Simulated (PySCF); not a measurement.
A GIAO shielding run with PySCF 2.14 (density fitting, non-relativistic, gas phase) on `[Si@H]1(c2ccco2)CC[Si@@H](F)O1`, C6H9FO2Si2:

```
$ OMP_NUM_THREADS=1 python probes_run.py task.json out

{"job": {"kind": "nmr", "xc": "PBE0", "basis": "pcSseg-1"}, "charge": 0, "multiplicity": 1}
F     -2.424753     0.991242     2.124042
Si    -2.462954     1.055166     0.518073
C     -2.397733    -0.685481    -0.236819
C     -1.381566    -0.651784    -1.392925
Si    -0.116571     0.737817    -1.019020
C      1.425933     0.177641    -0.128901
C      1.782228     0.125175     1.193826
C      3.091476    -0.400735     1.242488
C      3.443336    -0.632960    -0.052511
O      2.451231    -0.289297    -0.884480
O     -1.023761     1.624080     0.031105
H     -3.498122     1.994155     0.150148
H     -2.046467    -1.378245     0.531766
H     -3.357754    -1.068347    -0.580844
H     -0.937019    -1.635084    -1.544489
H     -1.905683    -0.406726    -2.318363
H      0.151285     1.625648    -2.145973
H      1.174616     0.434025     2.019611
H      3.687185    -0.580769     2.114106
H      4.339944    -1.024842    -0.491752
```

Hardware: 1 thread of an Arm Neoverse N1, shared host. The job also computes population analyses, field gradients, ring-centre shieldings.

**Question.** How large is the calculation?

**Answer.** 98 electrons, 246 basis functions and 1321 auxiliary functions.

**Question.** How long does it take, and how much memory does it need?

**Answer.** 100 s of wall time, with 14 SCF cycles and 5 response iterations; peak memory 1.1 GiB. Times on a shared host scatter by some tens of per cent.
